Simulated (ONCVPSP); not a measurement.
## Plane-wave convergence, ONCV potential for arsenic

ONCVPSP 4.0.1 input, shortened (lines: element, Z, core and valence counts, functional; n l f; lmax; l rc ep ncon nbas qcut; lloc lpopt rc5 dvloc0; l nproj debl; icmod fcfact rcfact), PBE, scalar-relativistic:

```
  As 33.00    5    3        4      upf
    1    0    2.00
    2    0    2.00
    2    1    6.00
    3    0    2.00
    3    1    6.00
    3    2   10.00
    4    0    1.50
    4    1    3.50
    2
    0    1.45    0.00    4    7    5.30
    1    1.95    0.00    3    7    4.10
    2    1.20    0.00    4    9   13.80
    4    3    0.95    4.00
    0    1    3.30
    1    1    1.80
    2    2    2.30
    1    0.45    0.00
```

Problem. For each optimised wave give the share of its norm inside rc, the residual kinetic energy above qcut (Ha) and the cutoffs (Ha) for errors of 10, 1, 0.1 and 0.01 mHa per electron.

Solution.

```tsv
wave	norm inside rc	residual KE	10 mHa	1 mHa	0.1 mHa	0.01 mHa
4s	0.264	1.1e-04	7.3	10.3	18.2	58.1
4p	0.331	2.1e-04	2.3	4.9	14.0	44.2
3d	0.920	2.5e-06	66.3	76.2	84.3	90.6
d projector 2	0.071	3.2e-06	60.2	73.2	83.3	91.1
```

The occupied waves need 76 Ha and 84 Ha for 1 and 0.1 mHa. Note: no bound ghost flagged; GHOST(+) flagged for s at 6.9 eV.
